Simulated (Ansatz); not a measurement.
System: sum formula SiCl2F (charge +1, singlet). 
Geometry from a B3LYP-D3(BJ)/def2-TZVP (Ansatz, a quantum-chemistry and plane-wave program) optimisation:
```xyz
4

Si    -0.2448    -0.1696     0.0150
F     -1.5101    -1.0466     0.0928
Cl    -0.4777     1.7585    -0.0302
Cl     1.4788    -1.0647    -0.0313
```
Charge +1, spin multiplicity 1.

Basis-set convergence of Hartree-Fock and CCSD(T) correlation energies (hartree) with Ansatz. Cores are frozen in the correlated levels unless marked. No spin-orbit coupling. No relativistic terms.

| basis | functions | E(HF) | E(corr, CCSD(T)) |
|---|---|---|---|
| cc-pV(D+d)Z | 83 | -1307.21630 | -0.58087 |
| cc-pV(T+d)Z | 147 | ___ | ___ |

Q: What belongs in the gaps?

A: 
- cc-pV(T+d)Z, E(HF): -1307.31562
- cc-pV(T+d)Z, E(corr, CCSD(T)): -0.77447
